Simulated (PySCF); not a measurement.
CrO₂Cl₂, SMILES [O]=[Cr](=[O])([Cl])[Cl], multiplicity 1.

The structure is a stationary point at PBE-D3(BJ)/def2-SVP. The multiplicity is an assumed one; other spin states were not compared. The isomer is the one that the SMILES or the coordinates give; other isomers of the formula were not compared.

Computed with HF/def2-TZVP (PySCF).

Symmetry labels are those of the subgroup C2v that the program uses (full group C2v).

Computed valence orbital energies around the gap with their symmetry:
| orbital | symmetry | energy (eV) |
|---|---|---|
| HOMO−7 | A1 | -16.81 |
| HOMO−6 | A1 | -15.45 |
| HOMO−5 | B2 | -15.35 |
| HOMO−4 | B1 | -14.89 |
| HOMO−3 | A1 | -14.31 |
| HOMO−2 | B2 | -13.65 |
| HOMO−1 | A2 | -13.22 |
| HOMO | B1 | -13.02 |
| LUMO | A1 | -1.33 |
| LUMO+1 | B1 | -1.31 |
| LUMO+2 | A2 | -0.90 |
| LUMO+3 | A1 | 0.50 |
